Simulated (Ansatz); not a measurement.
`OC#CC[SiH3]` + H₂O → `OC#CO` + `C[SiH3]` at 400 K and 1 bar (formal hydrolysis of a C–C bond).

Isolated molecules relaxed with PBE0-D4/def2-TZVP in Ansatz; ΔE leaves out vibrations. CBS: MP2 limit from def2 TZ/QZ plus the TZ coupled-cluster correction, frozen cores. This one scheme is used for every species. Each species was taken in one conformer, which may not be the lowest.

| species | CCSD(T)/CBS energy (Eh) | H − E (kJ/mol) | S (J/(mol·K)) |
| --- | --- | --- | --- |
| `OC#CC[SiH3]` | -481.92830 | 234.0 | 383.2 |
| H₂O | -76.37941 | 69.8 | 198.6 |
| `OC#CO` | -227.53355 | 121.6 | 296.2 |
| `C[SiH3]` | -330.73916 | 180.9 | 277.1 |

H − E and S are ideal-gas, rigid-rotor, harmonic terms from PBE0-D4/def2-TZVP, for one conformer and one mirror image of each species. 1 Eh = 2625.50 kJ/mol, R = 8.31446 J/(mol·K).

Q: By hand: ΔE, ΔH, ΔS and ΔG.

A: ΔE = (-227.53355) + (-330.73916) − (-481.92830) − (-76.37941) = 0.03500 Eh = 91.9 kJ/mol. Δ(H − E) = 121.6 + 180.9 − 234.0 − 69.8 = -1.3, so ΔH = 90.6 kJ/mol. ΔS = 296.2 + 277.1 − 383.2 − 198.6 = -8.5 J/(mol·K). ΔG = 90.6 − 400 × (-8.5)/1000 = 94.0 kJ/mol.

Q: By hand: the equilibrium constant, and the temperature at which ΔG would vanish if ΔH and ΔS stayed fixed.

A: log₁₀ K = −ΔG/(RT ln 10) = -12.3. ΔH and −TΔS have one sign here, so there is no such temperature.

The number of gas molecules stays the same, so ΔS is small and ΔH decides. A doubt of 5 kJ/mol in ΔE shifts log₁₀ K by 0.7 here. Other conformers and mirror images would add mixing entropy, several J/(mol·K) or more a flexible species. These are equilibria of isolated gas molecules and say nothing of rates. Largest T1 diagnostic: 0.013 (customary marks: 0.02 for closed shells, 0.045 for open ones).

ΔS is within the doubt of such terms, so its sign, and with it that verdict, could turn.
